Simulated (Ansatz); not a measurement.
```yaml
crystal:
  periodic: [false, false, false]
  atoms:
    - {symbol: Se, position_ang: [-0.013350, -2.904156, -1.590776]}
    - {symbol: Hg, position_ang: [-1.695968, -0.972511, -1.537201]}
    - {symbol: Hg, position_ang: [-0.001124, -1.947038, 1.547227]}
    - {symbol: Se, position_ang: [-2.512145, -1.440569, 1.605861]}
    - {symbol: Se, position_ang: [-2.513187, 1.455389, -1.590532]}
    - {symbol: Hg, position_ang: [-1.681001, 0.982490, 1.547159]}
    - {symbol: Hg, position_ang: [1.680971, -0.982462, -1.547222]}
    - {symbol: Se, position_ang: [2.513188, -1.455361, 1.590680]}
    - {symbol: Se, position_ang: [2.512152, 1.440551, -1.606014]}
    - {symbol: Hg, position_ang: [0.001142, 1.947029, -1.547252]}
    - {symbol: Hg, position_ang: [1.695930, 0.972483, 1.537295]}
    - {symbol: Se, position_ang: [0.013392, 2.904156, 1.590764]}
basis:
  gaussian: {orbitals: def2-TZVPD, fitting: {mean_field: def2-universal-jkfit}}
total_charge: -1
magnetization: {spin_polarized: true, initial_magnetization: 1}
hamiltonian: {xc: {name: r2SCANh}, dispersion: d3bjatm}
scf: {lower_state_search: light}
output: {forces: true}
```

```sh
$ ansatz run in.yaml --threads 2 --pin off --events-out ev --progress --plain --max-ram 20480MiB --backend cuda --devices 0, --max-vram 18GiB
```

Shortened log:

```
Functional definition: r2SCANh
3078 factors; integrals over basis functions are off by at most 2.3e-1 eV
mean field evaluation 1: about -417164.9252 eV, gradient 4.6e1 eV
mean field evaluation 2: about -417119.5252 eV, gradient 1.1e2 eV
mean field evaluation 4: about -417175.7241 eV, gradient 5.8e0 eV
mean field evaluation 8: about -417175.8055 eV, gradient 1.7e-1 eV
mean field evaluation 16: about -417175.8057 eV, gradient 6.9e-4 eV
mean field evaluation 32: about -417175.4696 eV, gradient 3.3e0 eV
mean field -417175.80567782 eV, -15330.9280867427 hartree, gradient 1.8e-5 eV, S^2 0.756971; 6 other end points of the search recorded, 0 dependent functions left out
reference -417175.80575478 eV, -15330.9280895709 hartree; 163, 162 occupied and 455, 456 virtual orbitals, 3078 factors
Total energy: -417176.36479979 eV, -15330.9486340959 hartree
Atom 0 at    -0.013350    -2.904156    -1.590776 Å, force     0.002612     0.739206     0.080266 eV/Å
Atom 1 at    -1.695968    -0.972511    -1.537201 Å, force    -0.139455    -0.080156    -0.021419 eV/Å
Atom 2 at    -0.001124    -1.947038     1.547227 Å, force    -0.000365    -0.160576     0.022287 eV/Å
Atom 3 at    -2.512145    -1.440569     1.605861 Å, force     0.640827     0.367507    -0.084356 eV/Å
Atom 4 at    -2.513187     1.455389    -1.590532 Å, force     0.639288    -0.371228     0.080360 eV/Å
Atom 5 at    -1.681001     0.982490     1.547159 Å, force    -0.138738     0.081054     0.022377 eV/Å
Atom 6 at     1.680971    -0.982462    -1.547222 Å, force     0.138638    -0.081009    -0.022405 eV/Å
Atom 7 at     2.513188    -1.455361     1.590680 Å, force    -0.639164     0.371218    -0.080445 eV/Å
Atom 8 at     2.512152     1.440551    -1.606014 Å, force    -0.640771    -0.367552     0.084410 eV/Å
Atom 9 at     0.001142     1.947029    -1.547252 Å, force     0.000266     0.160552    -0.022249 eV/Å
Atom 10 at     1.695930     0.972483     1.537295 Å, force     0.139368     0.080177     0.021414 eV/Å
Atom 11 at     0.013392     2.904156     1.590764 Å, force    -0.002506    -0.739193    -0.080239 eV/Å
Dipole moment:     0.000020    -0.000005    -0.000005 e Å
```

It took 44 s on 2 threads of AMD EPYC 7R13 on a shared host and a share (18 GiB) of an NVIDIA H100 80GB HBM3, peak host memory 2.8 GiB.

In the def2 sets Hg takes a core potential; there is no spin–orbit coupling.

The dipole of an ion depends on the origin.
